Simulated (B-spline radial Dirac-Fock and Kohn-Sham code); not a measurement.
Core-level shifts of palladium with charge state

Calculated with a radial B-spline solver, using multi-electron Dirac-Fock with separately optimised hole states, Breit and Lamb-shift corrections added in first order. Each ion is free and in its tabulated ground configuration. No correlation.

Reference: Pd¹⁷⁺, [Ar] 3d10 4s1, with L1 4071.5 eV, L2 3794.5 eV, L3 3636.9 eV, M2 999.8 eV, M3 970.8 eV, Kα1 (K-L3) 21185.3 eV, Kβ1 (K-M3) 23851.4 eV. Shifts from it, in eV (a dash: the subshell is empty, belongs to an open shell averaged over j, or its hole state is left out as unreliable):

```
  ion  configuration      L1      L2      L3      M2      M3     Kα1      Kβ1
Pd¹⁸⁺      [Ar] 3d10   +38.4   +38.8   +38.7   +35.5   +35.4   +2.29    +5.58
Pd¹⁹⁺       [Ar] 3d9  +113.7  +114.4  +114.2   +94.2   +93.4   +2.84   +23.65
Pd²⁰⁺       [Ar] 3d8  +191.2  +192.4  +192.0  +154.2  +152.7   +3.58   +42.83
Pd²¹⁺       [Ar] 3d7  +270.8  +272.5  +272.0  +215.5  +213.4   +4.51   +63.12
Pd²²⁺       [Ar] 3d6  +352.6  +354.9  +354.1  +278.1  +275.3   +5.66   +84.54
Pd²³⁺       [Ar] 3d5       ?       ?       ?       ?       ?       ?        ?
Pd²⁴⁺       [Ar] 3d4  +522.5  +526.2  +525.0  +407.2  +402.9   +8.64  +130.75
Pd²⁵⁺       [Ar] 3d3  +610.6  +615.1  +613.6  +473.6  +468.6  +10.50  +155.55
Pd²⁶⁺       [Ar] 3d2  +700.8  +706.2  +704.4  +541.3  +535.6  +12.61  +181.48
Pd²⁷⁺       [Ar] 3d1  +793.0  +799.4  +797.3  +610.3  +603.8  +15.00  +208.55
```

**Question.** Give the missing shifts for Pd²³⁺.

**Answer.** L1 +436.5, L2 +439.4, L3 +438.5, M2 +342.0, M3 +338.4, Kα1 +7.03, Kβ1 +107.08 (eV).

Over this range L1 (2s) moves by +793.0 eV and Kα1 by +15.0 eV: a line is a difference of two levels that shift in the same direction.
